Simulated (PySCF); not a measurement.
# MGe anions for M along group 15

CCSD(T) with triple-zeta basis sets in PySCF, for the lowest determinant that a PBE0 search found; no spin–orbit coupling. De refers to high-spin ground-configuration atoms (the charge goes to the atom of lower measured ionisation energy or higher electron affinity, which is not always the lowest computed limit).

```
 M        basis  reference, frozen orbitals  charged atom  state (unpaired electrons)  Re (Å)  ωe (cm⁻¹)  De (eV)
 N  def2-TZVPPD                     RHF, 10           Ge−      singlet (closed shell)   1.694        936      n/a
 P  def2-TZVPPD                     RHF, 14           Ge−      singlet (closed shell)   2.089        530      n/a
As  def2-TZVPPD                     RHF, 18           Ge−      singlet (closed shell)   2.181        386      n/a
```

The shortest bond is that of GeN⁻ (1.694 Å), the longest that of GeAs⁻ (2.181 Å).

Down a group the atoms grow and get heavier, so bonds lengthen and wavenumbers fall; this series shows no clear exception.

Correlated steps freeze the inner cores (10 to 18 orbitals); shallow outer-core shells are correlated. The CCSD T1 diagnostic is raised in GeN⁻, a sign that a single reference may not be enough there.
